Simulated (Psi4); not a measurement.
Pair of molecules, SMILES [GaH3] with SMILES O (the first has 4 atoms); geometry from B3LYP-D3(BJ)/def2-TZVP.
(charge 0, multiplicity 1):
| atom | x (Å) | y (Å) | z (Å) |
|---|---|---|---|
| Ga | 0.3967 | -0.3761 | 0.6852 |
| H | 1.8829 | -0.0976 | 1.1226 |
| H | -0.2292 | -1.8111 | 0.8526 |
| H | -0.2872 | 0.6261 | -0.3304 |
| O | -0.5430 | 0.4821 | 2.5115 |
| H | -1.5048 | 0.4098 | 2.4730 |
| H | -0.3383 | 1.4210 | 2.6023 |

Level of theory: SAPT0/aug-cc-pVDZ run with Psi4.

Q: Give the four SAPT terms and the total, and say what mostly holds the pair together.

A: electrostatics -1313.0, exchange 1288.6, induction -470.7, dispersion -220.2, total -715.3 meV; the largest attraction is electrostatics.
